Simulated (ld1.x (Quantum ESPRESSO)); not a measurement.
# nickel: TM pseudisation with LDA (PZ), scalar-relativistic reference atom.

```
Element                 : nickel (Ni)
Generator               : ld1.x (Quantum ESPRESSO) 7.5
Type                    : norm-conserving Troullier–Martins (Kleinman–Bylander form)
Functional              : LDA (PZ)
Relativity              : scalar-relativistic
Frozen core             : [Ar]
Valence charge          : 10
Reference configuration : 3d8.5 4s1.5 4p0
Partial waves           : 4s (bound): rc 2.20 bohr; 4p (bound, empty): rc 2.40 bohr; 4f channel at -0.05 Ry: rc 2.35 bohr; 3d (bound): rc 1.00 bohr
Local potential         : the d channel
Core correction         : Bessel-smoothed model core inside 0.70 bohr
```

- Cutoffs needed: 230 Ry and over 300 Ry (the cutoffs (Ry, on a coarse ladder) from which the occupation-weighted sum of valence levels, in a spherical-Bessel basis at the reference potential, stays within 10 and 1 mRy of its value at 400 Ry)
- Ghost test: ghost states, extra bound levels that the all-electron valence spectrum of the same l lacks: s at -451.9 eV, p at -197.2 eV; a true bound ghost makes a file unfit for plane-wave use (spherical-Bessel basis up to 400 Ry, 20 bohr box)
- Largest excitation error: -285 meV (all-electron minus pseudo) for 3d7 4s0 4p0, out of 7 test configurations
